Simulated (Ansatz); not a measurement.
# Nudged elastic band run: C2H3BF2

input.yaml

```yaml
crystal:
  periodic: [false, false, false]
  atoms:
    - { symbol: C, position_ang: [-0.090109, 0.511024, 1.14446] }
    - { symbol: C, position_ang: [-0.502965, -0.204096, 0.089078] }
    - { symbol: B, position_ang: [0.395369, -0.391402, -1.158108] }
    - { symbol: F, position_ang: [-0.003358, -1.092609, -2.205168] }
    - { symbol: F, position_ang: [1.603158, 0.144572, -1.227572] }
    - { symbol: H, position_ang: [-0.710364, 0.655385, 2.035291] }
    - { symbol: H, position_ang: [0.897514, 0.984509, 1.15505] }
    - { symbol: H, position_ang: [-1.497045, -0.664483, 0.11107] }
basis:
  gaussian: { orbitals: def2-SVP }
hamiltonian:
  xc: pbe0
  dispersion: d4
neb:
  order_check: false
  images: 9
  f_tol: 0.05
  max_iterations: 42
  initial_path: idpp
  final_atoms:
    - { symbol: C, position_ang: [-0.09135836, 0.51372762, 1.14361817] }
    - { symbol: C, position_ang: [-0.50147884, -0.20622653, 0.09035034] }
    - { symbol: B, position_ang: [0.39548517, -0.39197884, -1.15768314] }
    - { symbol: F, position_ang: [1.59686629, 0.15721707, -1.23516817] }
    - { symbol: F, position_ang: [0.00172742, -1.10585909, -2.19807875] }
    - { symbol: H, position_ang: [-0.71016566, 0.65630118, 2.03564119] }
    - { symbol: H, position_ang: [0.89344784, 0.99306474, 1.15114084] }
    - { symbol: H, position_ang: [-1.49232386, -0.67334615, 0.11428051] }
```

Launched with:

```bash
$ ansatz run input.yaml --threads 1 --pin off --max-ram 2048MiB --backend cpu --events-out ev --progress --plain --runs-dir out
```

Output, in part (warnings, iteration lines, the closing report on the highest movable image, with atoms numbered from 0):

```
NEB end point (image 0): max|allowed force component| = 8.357e-3 eV/Å (the criterion of neb.relax_end_points is 1.000e-2)
NEB end point (image 10): max|allowed force component| = 5.558e-3 eV/Å (the criterion of neb.relax_end_points is 1.000e-2)
NEB iter   1: max|band force component| = 8.634e-1 eV/Å  barrier→ = 0.2918 eV  barrier← = 0.2918 eV  Δτ_max = 0.1075 Å  (283 SCF iters)
NEB iter   2: max|band force component| = 7.656e-1 eV/Å  barrier→ = 0.2752 eV  barrier← = 0.2752 eV  Δτ_max = 0.0916 Å  (268 SCF iters)
NEB iter   3: max|band force component| = 4.437e-1 eV/Å  barrier→ = 0.2484 eV  barrier← = 0.2484 eV  CI = image 5  Δτ_max = 0.0542 Å  (271 SCF iters)
NEB iter   4: max|band force component| = 1.608e-1 eV/Å  barrier→ = 0.2452 eV  barrier← = 0.2452 eV  CI = image 5  Δτ_max = 0.0148 Å  (277 SCF iters)
NEB iter   5: max|band force component| = 9.665e-2 eV/Å  barrier→ = 0.2441 eV  barrier← = 0.2441 eV  CI = image 5  Δτ_max = 0.0094 Å  (283 SCF iters)
NEB iter   6: max|band force component| = 2.748e-2 eV/Å  barrier→ = 0.2440 eV  barrier← = 0.2440 eV  CI = image 5  Δτ_max = 0.0000 Å  (472 SCF iters)
Total energy: -8220.69511628 eV, -302.1049733359 hartree
Atom 0 at    -0.372458     0.836166     0.884696 Å, force    -0.004722    -0.009618    -0.005022 eV/Å
Atom 1 at    -0.318110    -0.336083     0.245356 Å, force     0.001563     0.022554    -0.000749 eV/Å
Atom 2 at     0.573981    -0.608652    -1.003628 Å, force     0.020028    -0.015505     0.011071 eV/Å
Atom 3 at     0.134089    -0.416688    -2.233299 Å, force    -0.007644     0.002183    -0.009037 eV/Å
Atom 4 at     1.809148    -1.063256    -0.894373 Å, force    -0.012553     0.005302    -0.000343 eV/Å
Atom 5 at    -1.012604     0.989833     1.759234 Å, force    -0.000142     0.001402     0.001894 eV/Å
Atom 6 at     0.218522     1.701709     0.566116 Å, force     0.001781    -0.000964     0.003069 eV/Å
Atom 7 at    -0.940367    -1.160130     0.619999 Å, force     0.001689    -0.005355    -0.000882 eV/Å
Dipole moment:    -0.177016     0.076125     0.256593 e Å
```

The run converged. A vibrational analysis at the climbing image gives one clearly imaginary mode, 133i cm⁻¹: a first-order saddle point.

Final band (atoms are numbered from 1 in the order of the input):

```json
{"image": "0", "path coordinate (Å)": "0.00", "energy (eV)": "0.000", "dihedral C1–C2–B3–F4 (°)": "-180"}
{"image": "1", "path coordinate (Å)": "0.41", "energy (eV)": "0.021", "dihedral C1–C2–B3–F4 (°)": "-160"}
{"image": "2", "path coordinate (Å)": "0.83", "energy (eV)": "0.077", "dihedral C1–C2–B3–F4 (°)": "-142"}
{"image": "3", "path coordinate (Å)": "1.24", "energy (eV)": "0.153", "dihedral C1–C2–B3–F4 (°)": "-124"}
{"image": "4", "path coordinate (Å)": "1.65", "energy (eV)": "0.218", "dihedral C1–C2–B3–F4 (°)": "-107"}
{"image": "5", "path coordinate (Å)": "2.07", "energy (eV)": "0.244", "dihedral C1–C2–B3–F4 (°)": "-91"}
{"image": "6", "path coordinate (Å)": "2.48", "energy (eV)": "0.219", "dihedral C1–C2–B3–F4 (°)": "-73"}
{"image": "7", "path coordinate (Å)": "2.90", "energy (eV)": "0.154", "dihedral C1–C2–B3–F4 (°)": "-56"}
{"image": "8", "path coordinate (Å)": "3.31", "energy (eV)": "0.079", "dihedral C1–C2–B3–F4 (°)": "-38"}
{"image": "9", "path coordinate (Å)": "3.72", "energy (eV)": "0.021", "dihedral C1–C2–B3–F4 (°)": "-19"}
{"image": "10", "path coordinate (Å)": "4.14", "energy (eV)": "0.000", "dihedral C1–C2–B3–F4 (°)": "0"}
```

Time of the run: 2.7 min on 1 thread of Arm Neoverse V2, with other jobs on the host, peak memory 0.16 GiB.
